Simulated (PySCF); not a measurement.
Polarisability and C₆ of Mn (manganese, neutral)

[Ar] 3d5 4s2, high-spin 6S determinant. Calculation: PySCF 2.14, in aug-cc-pVDZ (7s6p4d2f, 59 functions); no relativity, point nucleus. Coupled (time-dependent) response in atomic units; α is the mean over directions. A double-zeta set is small for polarisabilities.

| method | mean α (bohr³) | C₆ (like pair) | S(−4) |
| --- | --- | --- | --- |
| CAM-B3LYP | 72.47 | 689.5 | 2855 |

S(−4) is the Cauchy moment in α(ω) = α(0) + S(−4) ω² + …

Reference α: 68 ± 9 bohr³ (recommended; Schwerdtfeger and Nagle, table of static dipole polarizabilities (2023 update)). Published C₆: 552.0 (Chu and Dalgarno (2004); Tang, Norbeck and Certain (1976)).

α(iu) at CAM-B3LYP:

| u (hartree) | α(iu) (bohr³) |
| --- | --- |
| 0 | 72.47 |
| 0.0500 | 66.08 |
| 0.100 | 52.87 |
| 0.200 | 30.79 |
| 0.300 | 19.17 |
| 0.500 | 9.695 |
| 0.750 | 5.582 |
| 1.00 | 3.795 |
| 1.50 | 2.210 |
| 2.00 | 1.499 |
| 3.00 | 0.8465 |
| 5.00 | 0.3827 |
